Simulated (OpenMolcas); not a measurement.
An atom or ion with 26 electrons was computed by MS-CASPT2, IPEA 0.25 Eh, imaginary shift 0.1 Eh with spin-orbit coupling (OpenMolcas, ANO-RCC-VTZP, DKH2). The lowest levels that the run gave, each within 12 % of the measured value where one is at hand:

```
J  Parity  E (cm-1)      g
4    even       0.0  1.250
3    even      1447  1.084
2    even      2400  0.669
2    even     13270  1.045
2    even     16740  1.452
1    even     17120  1.501
0    even     17390       
4    even     22980  1.000
0    even     51920       
5    even     53830  1.400
4    even     54720  1.350
3    even     55430  1.250
```

**Question.** Which ion is it, and what are the configurations and terms?

**Answer.** Ni2+ (Z = 28, charge +2; active space 8 electrons in 6 orbitals (3d 4s)). J, parity and g give the terms where levels are pure, and mixed ones are named by the computed weights; the size of the splittings, set against known spectra of the 26-electron sequence, gives the charge. In order, with the measured energies in cm-1 (Corliss and Sugar, J. Phys. Chem. Ref. Data 10, 197 (1981)): 3d8 3F4, 3d8 3F3 (1361), 3d8 3F2 (2270), 3d8 1D2 (14032), 3d8 3P2 (16662), 3d8 3P1 (16978), 3d8 3P0 (17231), 3d8 1G4 (23109), 3d8 1S0 (52532), 3d7 4s 5F5 (53704), 3d7 4s 5F4 (54658), 3d7 4s 5F3 (55406).

Term energies are means over components that CASPT2 splits; among the terms shown or strongly mixed into the levels shown the widest spread is 2100 cm-1 (3d8 1G). Some levels mix across a computed gap that differs much from the measured one, so their mixing is not that of the real levels. Terms from blocks run as CI alone lack orbitals of their own. A single d shell beside an s shell can misplace configurations of different d count against each other. Measured partners are found by configuration, term and J. A level has none where our copy of the source lacks it or the pairing is in doubt (some pairs that miss far off the trend of their configuration count as doubtful), and it then counts in no deviation. Levels of configurations outside the active space are missing.
